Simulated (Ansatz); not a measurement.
Computed with Ansatz on PBE0-D4/def2-TZVP structures; ΔE is electronic, products minus reactants. CCSD(T)/CBS adds triple-zeta CCSD(T) − MP2 to the extrapolated MP2 energy (def2 sets, frozen cores). This one scheme is used for every species. DFT in def2-TZVPP. B3LYP here is the variant with VWN-RPA as its local correlation; programs differ in this. For Ge outer-core shells are correlated without core-valence functions, which leaves a few kJ/mol of doubt a bond. Scalar relativity is left out up to krypton. Each species was taken in one conformer, which may not be the lowest.

Reaction (ligand exchange at a Ge–C bond): `[OH][GeH]([OH])[CH2]F` + CH₃OH → `C[O][GeH]([OH])[OH]` + `CF`

| level | ΔE (kJ/mol) | difference from CCSD(T)/CBS |
| --- | --- | --- |
| PBE-D4 | -65.8 | 10.3 |
| r2SCAN-D4 | -76.3 | -0.2 |
| PBE0-D4 | -69.9 | 6.2 |
| B3LYP-D4 | -75.4 | 0.7 |
| ωB97X-V | -76.3 | -0.2 |
| ωB97M-V | -73.9 | 2.2 |
| B2PLYP | -78.6 | -2.5 |
| r2SCAN | -75.9 | 0.2 |
| PBE0 | -68.9 | 7.2 |
| B3LYP | -73.7 | 2.4 |
| HF/def2-TZVPP | -90.9 | -14.8 |
| MP2/def2-TZVPP | -81.7 | -5.6 |
| CCSD/def2-TZVPP | -79.3 | -3.2 |
| CCSD(T)/def2-TZVPP | -79.0 | -2.9 |
| HF/def2-QZVPP | -91.9 | -15.8 |
| HF/CBS(def2) | -92.1 | -16.0 |
| CCSD(T)/CBS | -76.1 | 0 |

Largest T1 diagnostic among the species: 0.012.

In def2-TZVPP, CCSD(T) changes the Hartree–Fock value by +11.9 kJ/mol (the triples alone add +0.4 kJ/mol) and MP2 by +9.2 kJ/mol. From PBE to PBE0 (25 % exact exchange), in def2-TZVPP and without D4, ΔE moves by −4.2 kJ/mol.
